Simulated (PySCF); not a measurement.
## Radial density of Sb²⁺ (antimony, charge +2)

TPSSh, [Kr] 4d10 5s1 5p1 5d1, one real determinant (an excited configuration). Calculation: PySCF 2.14, in aug-cc-pVTZ-DK3; the spin-free X2C one-electron Hamiltonian (Gaussian nucleus).

```json
{"r (bohr)": "0.0297", "4πr²ρ (e/bohr)": "60.00", "4πr²(ρα − ρβ)": "0.0097"}
{"r (bohr)": "0.0499", "4πr²ρ (e/bohr)": "61.46", "4πr²(ρα − ρβ)": "0.0276"}
{"r (bohr)": "0.0840", "4πr²ρ (e/bohr)": "84.48", "4πr²(ρα − ρβ)": "0.0464"}
{"r (bohr)": "0.141", "4πr²ρ (e/bohr)": "63.13", "4πr²(ρα − ρβ)": "0.0016"}
{"r (bohr)": "0.238", "4πr²ρ (e/bohr)": "69.20", "4πr²(ρα − ρβ)": "0.1157"}
{"r (bohr)": "0.400", "4πr²ρ (e/bohr)": "37.58", "4πr²(ρα − ρβ)": "0.0055"}
{"r (bohr)": "0.672", "4πr²ρ (e/bohr)": "24.18", "4πr²(ρα − ρβ)": "0.2700"}
{"r (bohr)": "1.13", "4πr²ρ (e/bohr)": "14.03", "4πr²(ρα − ρβ)": "0.1213"}
{"r (bohr)": "1.90", "4πr²ρ (e/bohr)": "2.548", "4πr²(ρα − ρβ)": "1.3403"}
{"r (bohr)": "3.20", "4πr²ρ (e/bohr)": "0.7472", "4πr²(ρα − ρβ)": "0.7334"}
{"r (bohr)": "5.38", "4πr²ρ (e/bohr)": "0.09003", "4πr²(ρα − ρβ)": "0.0900"}
{"r (bohr)": "9.05", "4πr²ρ (e/bohr)": "0.001608", "4πr²(ρα − ρβ)": "0.0016"}
```

Densities and radii are taken from the X2C orbitals without a picture-change correction, which distorts them close to the nucleus.

⟨L²⟩ = 8.00 against 12 for a pure F term, so this real determinant mixes terms. The outer electron is Rydberg-like, and this basis confines it to a smaller radius and binds it less than a complete one would.
